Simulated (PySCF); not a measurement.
## How methods differ on the excitation energy of Rh⁺

Rh⁺ [Kr] 4d8 (3F) → Rh⁺ [Kr] 4d7 5s1 (5F), as a difference of total energies. Computed with PySCF 2.14 in aug-cc-pwCVDZ-PP with ECP28MDF, with scalar relativity through the core potential. Correlated levels: valence: 4s2 4p6 frozen; valence and next inner shell: nothing frozen outside the core potential. The calculations carry no spin-orbit coupling.

```json
{"method": "UHF", "excitation energy (eV)": "1.292", "error (eV)": "-0.834"}
{"method": "LDA", "excitation energy (eV)": "1.885", "error (eV)": "-0.241"}
{"method": "PBE", "excitation energy (eV)": "1.880", "error (eV)": "-0.246"}
{"method": "PBE0", "excitation energy (eV)": "1.919", "error (eV)": "-0.207"}
{"method": "r2SCAN", "excitation energy (eV)": "1.709", "error (eV)": "-0.417"}
{"method": "wB97M-V", "excitation energy (eV)": "2.259", "error (eV)": "+0.133"}
{"method": "BLYP", "excitation energy (eV)": "1.905", "error (eV)": "-0.221"}
{"method": "B3LYP", "excitation energy (eV)": "1.961", "error (eV)": "-0.165"}
{"method": "PW91", "excitation energy (eV)": "1.882", "error (eV)": "-0.244"}
{"method": "MP2 (valence)", "excitation energy (eV)": "2.049", "error (eV)": "-0.077"}
{"method": "SCS-MP2 (valence)", "excitation energy (eV)": "2.344", "error (eV)": "+0.218"}
{"method": "MP2 (valence and next inner shell)", "excitation energy (eV)": "1.786", "error (eV)": "-0.340"}
{"method": "SCS-MP2 (valence and next inner shell)", "excitation energy (eV)": "1.959", "error (eV)": "-0.167"}
```

Reference: 2.126 eV (measured; NIST levels, between the centres of gravity of the two terms).

Errors of the correlated levels include the incompleteness of this basis and the frozen core.
